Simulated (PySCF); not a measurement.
Another site gives an ion 65881.50 eV lower (`O[SiH2]Br`) at the level CAM-B3LYP-D3(BJ)/def2-TZVPD (PySCF).

```xyz
11

C      1.4958    -0.7909     0.3665
C      0.0203    -0.5339     0.3116
O     -0.7808    -1.2976     0.8110
Si    -0.7507     1.0105    -0.5435
O     -2.3592     0.8251    -0.3306
H      1.8980    -0.8409    -0.6482
H      1.9959     0.0444     0.8626
H      1.7059    -1.7183     0.8964
H     -0.3862     1.0329    -1.9762
H     -0.2519     2.2469     0.0955
H     -2.5872     0.0217     0.1550
```

Charge 0, multiplicity 1.

Give the Mulliken and meta-Löwdin atomic charges from CAM-B3LYP-D3(BJ)/def2-TZVPD (PySCF 2.14.0).


```json
[
 {"atom": "C1", "Mulliken (e)": "-1.06", "meta-Löwdin (e)": "-0.38"},
 {"atom": "C2", "Mulliken (e)": "0.56", "meta-Löwdin (e)": "0.18"},
 {"atom": "O3", "Mulliken (e)": "-0.49", "meta-Löwdin (e)": "-0.42"},
 {"atom": "Si4", "Mulliken (e)": "0.36", "meta-Löwdin (e)": "0.87"},
 {"atom": "O5", "Mulliken (e)": "-0.44", "meta-Löwdin (e)": "-0.76"},
 {"atom": "H6", "Mulliken (e)": "0.31", "meta-Löwdin (e)": "0.13"},
 {"atom": "H7", "Mulliken (e)": "0.31", "meta-Löwdin (e)": "0.13"},
 {"atom": "H8", "Mulliken (e)": "0.28", "meta-Löwdin (e)": "0.13"},
 {"atom": "H9", "Mulliken (e)": "-0.08", "meta-Löwdin (e)": "-0.12"},
 {"atom": "H10", "Mulliken (e)": "-0.08", "meta-Löwdin (e)": "-0.12"},
 {"atom": "H11", "Mulliken (e)": "0.34", "meta-Löwdin (e)": "0.36"}
]
```
